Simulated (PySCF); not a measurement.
Species: C₃H₉FNSi₂ (doublet state).
Structure used (GFN2-xTB), in Å, numbered top down from 1:
```xyz
16
C3H9FNSi2 angstrom
F     -1.3598   -1.8226    1.2577
C     -2.1300   -1.0403    0.4620
C     -2.1214    0.4208    0.5074
C     -1.6663   -0.3655   -0.7411
Si     0.1667   -0.3494   -1.2465
N      1.1294   -0.2911    0.1824
Si     2.4934    0.6991    0.5963
H     -3.0628    0.9482    0.4587
H     -1.3632    0.9289    1.0929
H     -2.3596   -0.3360   -1.5718
H      0.4170    0.8793   -1.9986
H      0.4362   -1.5595   -2.0307
H      0.8648   -0.9613    0.8872
H      3.4185    0.7074   -0.5369
H      2.0494    2.0682    0.8845
H      3.0801    0.0828    1.7851
```

The hyperfine couplings belong to this conformer and change with its torsions.

The species is `[C]1([C@@H](C1)[SiH2]N[SiH3])F` [radical].

Method used: PySCF 2.14.0, UKS B3LYP, pcH-1 on C F H N Si, non-relativistic, mean-field spin-orbit, GIAO. One conformer (not necessarily the lowest) at the GFN2-xTB geometry, without solvent, vibrations or thermal averaging. GFN2-xTB frequencies show an imaginary mode (24i cm⁻¹), so this geometry is no minimum at that level. A GFN2-xTB geometry isn't a minimum of the functional, and hyperfine couplings can be far from their values at a DFT geometry. Stability of the SCF solution: not tested.

Task: Match the computed a_iso(13C) values +483.8, -4.7, +3.6 MHz with the sites C2; C3; C4.

Result: 
```tsv
site	a_iso (MHz)	ρ(0) (bohr⁻³)	position	distance from C2 (Å)	spin population	largest |T| (MHz)
C2	+483.8	+0.4303	largest spin population	0.00	+0.83	134.6
C3	+3.6	+0.0032	1 bond from C2	1.46	+0.01	10.9
C4	-4.7	-0.0042	1 bond from C2	1.46	+0.01	13.9
```

ρ(0) is the spin density at the nucleus and T the dipolar tensor; a_iso includes a spin–orbit part; entries for several nuclei are means. The Mulliken spin populations are largest on C2 (+0.83) and F1 (+0.06). C2 is the only atom above +0.15. The angles at C2 add up to 312.5°, so it is pyramidal.

Means are taken over nuclei equivalent by connectivity, which assumes that they swap fast.
